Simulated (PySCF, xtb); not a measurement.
bromo-dichloro-fluoromethane (CBrCl2F), SMILES FC(Cl)(Cl)Br.

Harmonic wavenumbers (cm⁻¹) from xtb 6.7.1 with GFN2-xTB at its own minimum, in rising order: 173, 185, 261, 290, 343, 455, 632, 666, 1038.

Problem. What does PBE0-D3(BJ)/def2-SVP in PySCF give at its own minimum? (Estimate from the structure and the level; the computed values follow.)

Solution. 205, 219, 308, 342, 401, 516, 803, 852, 1174. Paired by order, the mean absolute difference is 86 cm⁻¹ and the zero-point energies are 5.8 and 6.9 kcal/mol.
